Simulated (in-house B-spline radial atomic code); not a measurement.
Successive ionisation energies of ruthenium; each step leads to the configuration of the next row (after the last: [Ne] 3s2 3p1/2(2) 3p3/2(1)). Dirac energy differences include first-order Breit, QED and recoil terms. NIST's values go from ground level to ground level; the uncertainty of those that are theory runs from under 0.1 % in few-electron ions to several per cent in heavy many-electron ones. Computed with a radial B-spline atomic code at the basis-set limit: Dirac-Hartree-Fock, jj configuration that fills j = l - 1/2 first, finite nuclei.

A number in brackets counts the electrons of a j subshell.

```csv
ion,configuration,ionisation energy (eV),tabulated value (eV),tabulated kind,computed minus tabulated (eV),highest orbital,largest mean radius (bohr)
Ru10+,[Ar] 3d10 4s2 4p1/2(2) 4p3/2(2),221.1,219.9,tabulated theory,1.2,4p3/2,1.0067
Ru11+,[Ar] 3d10 4s2 4p1/2(2) 4p3/2(1),243.9,245,tabulated theory,-1.1,4p3/2,0.99003
Ru12+,[Ar] 3d10 4s2 4p1/2(2),270.3,271,tabulated theory,-0.7,4p1/2,0.95895
Ru13+,[Ar] 3d10 4s2 4p1/2(1),295.5,295.9,semi-empirical,-0.4,4p1/2,0.94299
Ru14+,[Ar] 3d10 4s2,348.1,348,tabulated theory,0.1,4s1/2,0.90071
Ru15+,[Ar] 3d10 4s1,375.1,376.25,measured,-1.2,4s1/2,0.88845
Ru16+,[Ar] 3d10,669.7,670,tabulated theory,-0.3,3d5/2,0.3987
Ru17+,[Ar] 3d3/2(4) 3d5/2(5),727.2,723,tabulated theory,4.2,3d5/2,0.39452
Ru18+,[Ar] 3d3/2(4) 3d5/2(4),?,?,tabulated theory,?,?,?
Ru19+,[Ar] 3d3/2(4) 3d5/2(3),?,?,tabulated theory,?,?,?
Ru20+,[Ar] 3d3/2(4) 3d5/2(2),909.4,905,tabulated theory,4.4,3d5/2,0.383
Ru21+,[Ar] 3d3/2(4) 3d5/2(1),973.3,981,tabulated theory,-7.7,3d5/2,0.37966
Ru22+,[Ar] 3d3/2(4),1047.1,1048,tabulated theory,-0.9,3d3/2,0.37635
Ru23+,[Ar] 3d3/2(3),1114.4,1115,tabulated theory,-0.6,3d3/2,0.37301
Ru24+,[Ar] 3d3/2(2),1183.2,1187,tabulated theory,-3.8,3d3/2,0.36971
Ru25+,[Ar] 3d3/2(1),1253.6,1253,tabulated theory,0.6,3d3/2,0.36644
Ru26+,[Ne] 3s2 3p6,?,?,semi-empirical,?,?,?
Ru27+,[Ne] 3s2 3p1/2(2) 3p3/2(3),1512.0,1506.7,semi-empirical,5.3,3p3/2,0.3607
Ru28+,[Ne] 3s2 3p1/2(2) 3p3/2(2),1577.4,1577,semi-empirical,0.4,3p3/2,0.35823
```

Task: Fill in the row of Ru18+.

Result: ionisation energy (eV): 786.3; tabulated value (eV): 784; computed minus tabulated (eV): 2.3; highest orbital: 3d5/2; largest mean radius (bohr): 0.39038.

Task: Fill in the row of Ru19+.

Result: ionisation energy (eV): 847.0; tabulated value (eV): 845; computed minus tabulated (eV): 2.0; highest orbital: 3d5/2; largest mean radius (bohr): 0.38635.

Task: Fill in the row of Ru26+.

Result: ionisation energy (eV): 1447.4; tabulated value (eV): 1447; computed minus tabulated (eV): 0.4; highest orbital: 3p3/2; largest mean radius (bohr): 0.3632.

Task: Where is the largest jump?

Result: From Ru15+ to Ru16+, by a factor of 1.79 (375.06 to 669.72 eV); the highest orbital goes from 4s1/2 to 3d5/2.

Task: How far is this level of theory from the measured and semi-empirical values?

Result: Over those 5 rows the differences run from -1.19 to +5.26 eV (mean absolute value 1.5 eV). The calculation leaves out correlation and, in open shells, the multiplet splittings that an average leaves out.
